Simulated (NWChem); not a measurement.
Molecule: CrNHOClF; SMILES [NH]=[Cr](=[O])([F])[Cl]

```xyz
6

Cr     0.0193     0.3210    -0.0485
O      0.9656     0.7776     1.0503
N      0.6615     0.7012    -1.4524
H      1.5725     1.1064    -1.7008
F     -1.4991     1.0668     0.0863
Cl    -0.1260    -1.8067     0.0327
```
Atoms are numbered in this order, from 1.

All runs use the structure optimised with PBE0/def2-SVP. B3LYP is NWChem's, with the RPA form of VWN correlation.

Q: Give the principal values of the shielding tensors (ppm) of Cr1, O2, N3, F5, Cl6 from B3LYP/6-31G* (spherical d), GIAO (NWChem), with their diamagnetic and paramagnetic parts as GIAO splits them.

A: 
```csv
atom,σ11,σ22,σ33,isotropic,diamagnetic,paramagnetic
Cr1,-3267.7,-2676.2,-2396.6,-2780.2,1810.3,-4590.5
O2,-1674.7,-986.5,3.2,-886.0,399.6,-1285.7
N3,-1279.5,-157.4,-2.1,-479.6,327.9,-807.6
F5,-379.3,-20.5,290.9,-36.3,471.2,-507.5
Cl6,-277.9,606.2,879.0,402.4,1146.9,-744.5
```
